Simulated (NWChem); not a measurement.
System: C2H6BFO; SMILES FB(O)CC

```xyz
11

B     -0.0076     0.6272     0.0000
F     -0.7045     1.7632     0.0000
C     -0.7810    -0.7455     0.0000
C      0.0803    -2.0027     0.0000
H     -1.4601    -0.7348    -0.8718
H     -1.4601    -0.7348     0.8718
H      0.7304    -2.0533     0.8899
H      0.7304    -2.0533    -0.8899
H     -0.5238    -2.9227     0.0000
O      1.3361     0.7634     0.0000
H      1.7931    -0.0830     0.0000
```
Atoms are numbered in this order, from 1.

Level: PBE0/def2-SVP (NWChem), optimised geometry, unscaled harmonic frequencies. 

| frequency (cm⁻¹) | IR intensity (km/mol) |
|---|---|
| 64 | 2.8 |
| 194 | 4.2 |
| 215 | 2.0 |
| 409 | 5.6 |
| 458 | 10.1 |
| 489 | 5.7 |
| 575 | 63.0 |
| 762 | 1.6 |
| 767 | 44.5 |
| 975 | 14.3 |
| 996 | 137.4 |
| 1000 | 10.4 |
| 1078 | 0.7 |
| 1233 | 90.5 |
| 1250 | 1.9 |
| 1389 | 44.3 |
| 1405 | 244.3 |
| 1424 | 17.9 |
| 1458 | 214.3 |
| 1481 | 51.1 |
| 1482 | 7.6 |
| 3042 | 22.9 |
| 3056 | 13.3 |
| 3097 | 0.8 |
| 3126 | 26.3 |
| 3142 | 18.0 |
| 3923 | 78.8 |

```yaml
zero_point_energy: 55.0 kcal/mol
thermal correction to the enthalpy at 298.15 K (with zero-point energy): 59.4 kcal/mol
heat capacity Cv: 20.5 cal/(mol K)
entropy at 298.15 K and 1 atm (symmetry number 1): 77.1 cal/(mol K)
dipole_moment: 2.80 D
```

Rigid rotor and harmonic oscillator; modes under 100 cm⁻¹ make the entropy uncertain.
